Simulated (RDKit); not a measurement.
Input file for RDKit: UFF on CH3N (a complex), monomers drawn apart or pushed together.

```python
from rdkit import Chem
from rdkit.Chem import AllChem, rdDetermineBonds

blocks = [
'''3

C     0.17010812    0.56811623   -0.69665969
N     0.09934828    0.34565917    0.42524776
H     0.23595863    0.77510770   -1.74111715
''',
'''2

H    -0.08537972   -0.23710554    3.60060400
H    -0.12697100   -0.36845629    4.33280518
''',
]
mol = None
for b in blocks:
    f = Chem.MolFromXYZBlock(b)
    rdDetermineBonds.DetermineBonds(f, charge=0)
    mol = f if mol is None else Chem.CombineMols(mol, f)
Chem.SanitizeMol(mol)
print(Chem.MolToSmiles(Chem.RemoveHs(mol)))
ff = AllChem.UFFGetMoleculeForceField(mol, vdwThresh=100.0, ignoreInterfragInteractions=False)
e = ff.CalcEnergy()
print(f'UFF energy {e:.6f} kcal/mol')
```

The log:

```
C#N.[H][H]
UFF energy 0.689415 kcal/mol
```

The run finished.

Cost: around 0.020 core-seconds (rough).
